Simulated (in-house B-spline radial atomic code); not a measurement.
Relativistic effects in Nb VII (Nb6+), [Ar] 3d10 4s2 4p5: non-relativistic Hartree-Fock (point nucleus) against Dirac-Hartree-Fock (Fermi nucleus of rms radius 4.324 fm), both averages of the configuration, computed with a radial B-spline atomic code at the basis-set limit.

| orbital | ε NR (Eh) | ε Dirac (Eh) | <r> NR (bohr) | <r> Dirac (bohr) | change of <r> (%) |
| --- | --- | --- | --- | --- | --- |
| 1s1/2 | -688.68 | -705.13 | 0.03719 | 0.03608 | -3.0 |
| 2s1/2 | -100.22 | -104.09 | 0.1625 | 0.1573 | -3.2 |
| 2p1/2 | -92.066 | -95.451 | 0.1398 | 0.1347 | -3.7 |
| 2p3/2 | -92.066 | -91.907 | 0.1398 | 0.1391 | -0.5 |
| 3s1/2 | -20.432 | -21.161 | 0.4509 | 0.4396 | -2.5 |
| 3p1/2 | -17.264 | ? | 0.448 | ? | ? |
| 3p3/2 | -17.264 | -17.253 | 0.448 | 0.4462 | -0.4 |
| 3d3/2 | -11.511 | ? | 0.4295 | ? | ? |
| 3d5/2 | -11.511 | -11.332 | 0.4295 | 0.4317 | +0.5 |
| 4s1/2 | -5.411 | -5.5331 | 1.134 | 1.112 | -1.9 |
| 4p1/2 | -4.3985 | -4.484 | 1.214 | 1.191 | -1.9 |
| 4p3/2 | -4.3985 | -4.3895 | 1.214 | 1.212 | -0.1 |

**Question.** What happens to 3p1/2?

**Answer.** Its energy goes to -17.851 hartree and <r> to 0.4363 bohr (-2.61 %).

**Question.** What happens to 3d3/2?

**Answer.** Its energy goes to -11.442 hartree and <r> to 0.4283 bohr (-0.27 %).

**Question.** What explains the pattern of contraction and expansion?

**Answer.** Expansion is seen in 3d5/2. The s and p1/2 orbitals contract directly, screen the nucleus better, and so push out orbitals that have little density near the nucleus; spin-orbit coupling adds to this for j = l + 1/2 and opposes it for j = l - 1/2.

**Question.** By how much does the total energy change?

**Answer.** By -64.691 hartree, from -3745.074 to -3809.765.
